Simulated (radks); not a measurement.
Effect of the nuclear size on the neon ion Ne6+, [He] 2s2. All-electron calculation, Dirac Kohn-Sham, LDA (Slater exchange, Perdew-Wang correlation), spin-unpolarised, spherical densities, finite nucleus; Fermi nuclear charge, rms radius 3.0055 fm. Program: a radial shooting solver on a logarithmic mesh with Libxc functionals. The rms radius is varied about that value; shifts are against it.

| rms radius (fm) | total energy shift (eV) | density at nucleus (e/bohr^3) | 1s1/2 shift (meV) |
|---|---|---|---|
| 2.6599 | -0.000265 | 666.2 | -0.103 |
| 2.711 | -0.000228 | 666.1 | -0.089 |
| 3.0055 | 0 | 665.6 | 0.000 |
| 3.276 | 0.000230 | 665.2 | 0.090 |
| 3.5495 | 0.000482 | 664.9 | 0.188 |

Slopes of the eigenvalues against <r^2> in GHz/fm^2, as finite differences over the two radii next to the reference (eigenvalue slopes, not the field-shift constants of lines): 1s1/2 12.7.
